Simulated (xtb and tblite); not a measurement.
Torsional profile of C9H10O2, SMILES COc1ccc(C(C)=O)cc1, singlet. Scanned: dihedral C1–O2–C3–C4 and dihedral C5–C6–C7–O9; all other coordinates were relaxed at GFN2-xTB. Points at φ and −φ are mirror images. Heavy atoms are numbered in the order of the SMILES COc1ccc(C(C)=O)cc1, hydrogens after them in the order of the atoms that carry them; the mirror image has the same energies with the sign of each dihedral reversed.

Level of theory: GFN2-xTB run with xtb and tblite.

Energy in kJ/mol above the lowest grid point; x is the dihedral C1–O2–C3–C4 (°), y the dihedral C5–C6–C7–O9 (°).

```
y \ x  -150  -120   -90   -60   -30     0    30    60    90   120   150   180
-----  ----  ----  ----  ----  ----  ----  ----  ----  ----  ----  ----  ----
180     6.4  19.3  24.1  18.9   6.7   1.1   6.7  18.9  24.1  19.3   6.4   0.0
150     8.6  21.1  25.7  21.0   9.1   3.6   9.1  21.1  26.2  21.8   9.2   2.7
120    16.5  28.0  31.9  27.7  16.6  11.5  16.9  28.3  33.0  29.1  17.4  11.0
90     21.7  32.5  35.9  31.8  21.2  16.4  21.8  32.8  37.1  33.6  22.4  16.4
60     17.4  28.6  32.1  27.5  16.3  11.3  16.9  28.5  33.2  29.4  17.9  11.8
30      9.9  21.9  25.8  20.3   8.2   2.8   8.7  21.0  26.4  22.2  10.0   3.8
0       7.4  19.9  24.1  18.4   5.8   0.0   5.8  18.4  24.1  19.9   7.4   1.1
-30    10.0  22.2  26.4  21.0   8.7   2.8   8.2  20.3  25.8  21.9   9.9   3.8
-60    17.9  29.4  33.2  28.5  16.9  11.3  16.3  27.5  32.1  28.6  17.4  11.8
-90    22.4  33.6  37.1  32.8  21.8  16.4  21.2  31.8  35.9  32.5  21.7  16.4
-120   17.4  29.1  33.0  28.3  16.9  11.5  16.6  27.7  31.9  28.0  16.5  11.0
-150    9.2  21.8  26.2  21.1   9.1   3.6   9.1  21.0  25.7  21.1   8.6   2.7
```

Points that lie below all their neighbours on the grid: x = 0, y = 0 (0.0 kJ/mol); x = 180, y = 180 (0.0 kJ/mol); x = 180, y = 0 (1.1 kJ/mol); x = 0, y = 180 (1.1 kJ/mol). The lowest path on the grid from the first to the second passes x = -90, y = 0 at 24.1 kJ/mol.
